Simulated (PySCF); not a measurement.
BH₅OP₂. Atoms are numbered in the order given.

```xyz
9

B      0.4331     0.0319    -0.0204
O      1.7968     0.0971    -0.0375
H      2.1616     0.5016    -0.8462
P     -0.3749    -0.9187     1.4600
H     -1.5081    -0.0490     1.6160
H      0.4037    -0.3211     2.5102
P     -0.6908     0.8370    -1.3871
H     -1.6609    -0.2206    -1.4362
H      0.0490     0.3775    -2.5362
```
Charge 0, spin multiplicity 1.

Geometry optimised at PBE-D3(BJ)/def2-SVP. Other conformers were not sampled.

The numbers are results of TDA-LC-ωPBE/def2-SVPD in PySCF, not measurements.

Vertical excitations. The molecule is in vacuum.

```
state  energy (eV)  λ (nm)      f                                                                   main pairs
-----  -----------  ------  -----  ---------------------------------------------------------------------------
S1            5.59     222  0.014                                             HOMO→LUMO+1 58 %, HOMO→LUMO 24 %
S2            6.41     193  0.110        HOMO−1→LUMO+1 48 %, HOMO→LUMO 13 %, HOMO→LUMO+2 11 %, HOMO→LUMO+4 8 %
S3            6.58     188  0.105        HOMO−1→LUMO 40 %, HOMO→LUMO+1 16 %, HOMO→LUMO 11 %, HOMO−1→LUMO+2 9 %
S4            6.89     180  0.047        HOMO→LUMO+3 24 %, HOMO→LUMO+4 14 %, HOMO→LUMO 13 %, HOMO−1→LUMO+4 8 %
S5            7.01     177  0.060      HOMO→LUMO+2 20 %, HOMO→LUMO 12 %, HOMO−1→LUMO+1 11 %, HOMO−1→LUMO+2 9 %
S6            7.11     174  0.011    HOMO→LUMO+3 25 %, HOMO−1→LUMO 22 %, HOMO−1→LUMO+2 10 %, HOMO−1→LUMO+1 8 %
S7            7.54     164  0.026                                         HOMO−2→LUMO+1 49 %, HOMO−2→LUMO 26 %
S8            7.82     159  0.186        HOMO→LUMO+4 23 %, HOMO→LUMO+5 15 %, HOMO→LUMO+6 11 %, HOMO−2→LUMO 6 %
S9            7.94     156  0.189     HOMO→LUMO+2 27 %, HOMO−1→LUMO+2 25 %, HOMO→LUMO+7 7 %, HOMO−1→LUMO+4 6 %
S10           8.07     154  0.198  HOMO−1→LUMO+6 18 %, HOMO−1→LUMO+3 15 %, HOMO→LUMO+2 11 %, HOMO−1→LUMO+5 9 %
T1            4.60     269      0                                             HOMO→LUMO+1 62 %, HOMO→LUMO 25 %
T2            5.29     234      0                        HOMO−1→LUMO+1 43 %, HOMO−1→LUMO 30 %, HOMO→LUMO+1 7 %
T3            5.62     221      0                     HOMO−1→LUMO+2 36 %, HOMO−1→LUMO+3 16 %, HOMO→LUMO+2 13 %
T4            5.74     216      0    HOMO→LUMO+3 32 %, HOMO→LUMO+4 22 %, HOMO−1→LUMO+4 10 %, HOMO−1→LUMO+3 6 %
```
Triplets are in the Tamm–Dancoff approximation.
